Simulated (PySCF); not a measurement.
silicon monoxide (OSi), singlet, geometry from GFN2-xTB; TPSS/6-31G* run with PySCF.

Here is a job for PySCF.
```python
from pyscf import gto, scf, dft

mol = gto.Mole()
mol.atom = '''
    Si   -0.000000   -0.000000   -0.548582
    O     0.000000    0.000000    0.960019
'''
mol.basis = '6-31g*'
mol.charge = 0
mol.spin = 0
mol.verbose = 4
mol.build()

mf = dft.RKS(mol)
mf.xc = 'tpss'
mf.kernel()
```

What the program printed (banner, timings and long lists left out):

```
PySCF version 2.14.0

[INPUT] verbose = 4
[INPUT] num. atoms = 2
[INPUT] num. electrons = 22
[INPUT] charge = 0
[INPUT] spin (= nelec alpha-beta = 2S) = 0
[INPUT] symmetry False subgroup None
[INPUT] Mole.unit = angstrom
[INPUT] Symbol           X                Y                Z      unit          X                Y                Z       unit  Magmom
[INPUT]  1 Si     0.000000000000   0.000000000000  -0.548582000000 AA    0.000000000000   0.000000000000  -1.036669736866 Bohr   0.0
[INPUT]  2 O      0.000000000000   0.000000000000   0.960019000000 AA    0.000000000000   0.000000000000   1.814172984379 Bohr   0.0

nuclear repulsion = 39.2866288853315
number of shells = 14
number of NR pGTOs = 78
number of NR cGTOs = 32
basis = 6-31g*
ecp = {}

******** <class 'pyscf.dft.rks.RKS'> ********
method = RKS
initial guess = minao
damping factor = 0
level_shift factor = 0
DIIS = <class 'pyscf.scf.diis.CDIIS'>
diis_start_cycle = 1
diis_space = 8
diis_damp = 0
SCF conv_tol = 1e-09
SCF conv_tol_grad = None
SCF max_cycles = 50
direct_scf = True
direct_scf_tol = 1e-13
XC library pyscf.dft.libxc version 7.1.2
    S. Lehtola, C. Steigemann, M. J. T. Oliveira, and M. A. L. Marques,  SoftwareX 7, 1–5 (2018)
XC functionals = tpss
    J. Tao, J. P. Perdew, V. N. Staroverov, and G. E. Scuseria,  Phys. Rev. Lett. 91, 146401 (2003)
    J. P. Perdew, J. Tao, V. N. Staroverov, and G. E. Scuseria,  J. Chem. Phys. 120, 6898 (2004)
    J. Tao, J. P. Perdew, V. N. Staroverov, and G. E. Scuseria,  Phys. Rev. Lett. 91, 146401 (2003)
    J. P. Perdew, J. Tao, V. N. Staroverov, and G. E. Scuseria,  J. Chem. Phys. 120, 6898 (2004)
radial grids:
    Treutler-Ahlrichs [JCP 102, 346 (1995); DOI:10.1063/1.469408] (M4) radial grids

becke partition: Becke, JCP 88, 2547 (1988); DOI:10.1063/1.454033
pruning grids: <function nwchem_prune>
grids dens level: 3
symmetrized grids: False
atomic radii adjust function: <function treutler_atomic_radii_adjust>
small_rho_cutoff = 0
Set gradient conv threshold to 3.16228e-05
Initial guess from minao.
tot grids = 33264
init E= -364.771921679671
  HOMO = -0.303155548946414  LUMO = -0.103491516975994  gap/eV = 5.43314
cycle= 1 E= -364.441872559312  delta_E= 0.33  |g|=  1.1  |ddm|=  1.6
  HOMO = -0.0242389890793957  LUMO = 0.0892132249627173  gap/eV = 3.08719
cycle= 2 E= -359.9488261165  delta_E= 4.49  |g|= 3.38  |ddm|= 3.68
  HOMO = -0.263252202103863  LUMO = -0.0778370322945277  gap/eV = 5.04540
cycle= 3 E= -364.708000686057  delta_E= -4.76  |g|= 0.183  |ddm|= 3.37
  HOMO = -0.276818013703043  LUMO = -0.0954840057063689  gap/eV = 4.93435
cycle= 4 E= -364.721734368551  delta_E= -0.0137  |g|= 0.0883  |ddm|= 0.421
  HOMO = -0.27089831632702  LUMO = -0.0897531142708353  gap/eV = 4.92921
cycle= 5 E= -364.724560300527  delta_E= -0.00283  |g|= 0.0253  |ddm|= 0.105
  HOMO = -0.272185251383523  LUMO = -0.0903667046726405  gap/eV = 4.94753
cycle= 6 E= -364.724688338347  delta_E= -0.000128  |g|= 0.0105  |ddm|= 0.0101
  HOMO = -0.272231258305174  LUMO = -0.0902078953868404  gap/eV = 4.95311
cycle= 7 E= -364.724714936935  delta_E= -2.66e-05  |g|= 0.00147  |ddm|= 0.00688
  HOMO = -0.272292828576814  LUMO = -0.0902354610015953  gap/eV = 4.95403
cycle= 8 E= -364.724715453494  delta_E= -5.17e-07  |g|= 3.83e-05  |ddm|= 0.000978
  HOMO = -0.272297052666405  LUMO = -0.090238167524456  gap/eV = 4.95407
cycle= 9 E= -364.724715453804  delta_E= -3.11e-10  |g|= 2.06e-06  |ddm|= 2.51e-05
  HOMO = -0.272296746447017  LUMO = -0.09023813027127  gap/eV = 4.95407
Extra cycle  E= -364.72471545379  delta_E= 1.44e-11  |g|= 8.25e-06  |ddm|= 6.7e-06
converged SCF energy = -364.72471545379
```
